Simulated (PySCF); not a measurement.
## Correlation energy of Ta+ (tantalum, charge +1)

[Xe] 4f14 5d2 6s2, high-spin 3F determinant (an excited configuration). All numbers are calculated (PySCF 2.14, the spin-free X2C one-electron Hamiltonian (Gaussian nucleus), in ANO-RCC-VTZP). Frozen: [Xe] 4f14; 4 electrons correlated.

MP2 pair energies summed by pair of shells (mhartree):

```
 pair  energy  share (%)
5d-6s  -22.22       49.9
6s-6s  -19.18       43.0
5d-5d   -3.17        7.1
```

Total MP2 correlation energy: -44.56 mhartree.

Same-spin part -10.72 and opposite-spin part -33.85 mhartree; SCS-MP2 scales them by 1/3 and 6/5 to -44.19 mhartree.
